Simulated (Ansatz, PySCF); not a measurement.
Bond stretch in CaH, doublet.

UKS-PBE = unrestricted PBE/def2-SVP (Ansatz, a first-principles code); UKS-TPSSh = unrestricted TPSSh/def2-SVP (PySCF); UCCSD(T) = PySCF with CCSD(T) on UHF/def2-SVP, 5 core orbitals frozen.

Energies relative to the lowest point of each curve near equilibrium, in kcal/mol; the last columns give the difference from UCCSD(T):

```tsv
R / Å	UKS-PBE	UKS-TPSSh	UCCSD(T)	UKS-PBE − UCCSD(T)	UKS-TPSSh − UCCSD(T)
1.58	17.7	18.7	22.5	-4.8	-3.8
1.68	8.8	9.3	12.0	-3.2	-2.7
1.78	3.5	3.7	5.5	-2.0	-1.7
1.89	0.6	0.7	1.5	-0.9	-0.8
1.94	0.1	0.1	0.6	-0.5	-0.5
1.99	0.0	0.0	0.1	-0.1	-0.1
2.05	0.3	0.3	0.0	0.3	0.3
2.12	1.1	1.1	0.4	0.7	0.7
2.19	2.4	2.4	1.3	1.1	1.1
2.34	6.0	6.2	4.2	1.8	2.0
2.46	9.5	9.8	7.2	2.3	2.6
2.70	17.1	17.8	14.0	3.0	3.7
```

UKS-PBE is furthest from UCCSD(T) at 1.58 (-4.8 kcal/mol, below); its mean absolute difference over the points is 1.7 kcal/mol.

UKS-TPSSh is furthest from UCCSD(T) at 1.58 (-3.8 kcal/mol, below); its mean absolute difference over the points is 1.7 kcal/mol.

The scan ran from 1.58 to 7.99 Å; beyond the distances shown one of the unrestricted levels run for this scan, shown here or not, changes its spin distribution in one step.
